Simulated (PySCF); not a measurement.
CH6OSi2, SMILES O=C[SiH2][SiH3].

Geometry: B3LYP-D3(BJ)/def2-SVP. Other conformers were not sampled.

Two levels are set side by side: PBE/def2-TZVP (PySCF) and CAM-B3LYP/def2-TZVP (PySCF). Same geometry, gas phase. Differences are taken from unrounded values.

```
quantity                     CAM-B3LYP
---------------------------  ---------
orbital gap (eV)                  7.88
highest occupied level (eV)      -8.48
lowest empty level (eV)          -0.60
dipole moment (D)                 2.30
mean polarisability (bohr³)       72.6
```

Question: What does PBE give, and how far is it from CAM-B3LYP? (Estimate from the structure and the level; the computed values follow.)

Answer: 
```csv
quantity,PBE,PBE minus CAM-B3LYP
orbital gap (eV),2.77,-5.11
highest occupied level (eV),-5.68,2.80
lowest empty level (eV),-2.91,-2.31
dipole moment (D),1.96,-0.34
mean polarisability (bohr³),77.7,5.1
```

PBE's occupied levels lie high since its potential decays too fast outside the molecule; exact exchange lowers them and widens the gap. Loosely held outer electrons make PBE densities more polarisable. Differences between two approximate levels are no errors against the true value.

Rough cost on one machine, each run with all the roots and properties that it gave: CAM-B3LYP against PBE within a factor of 2.
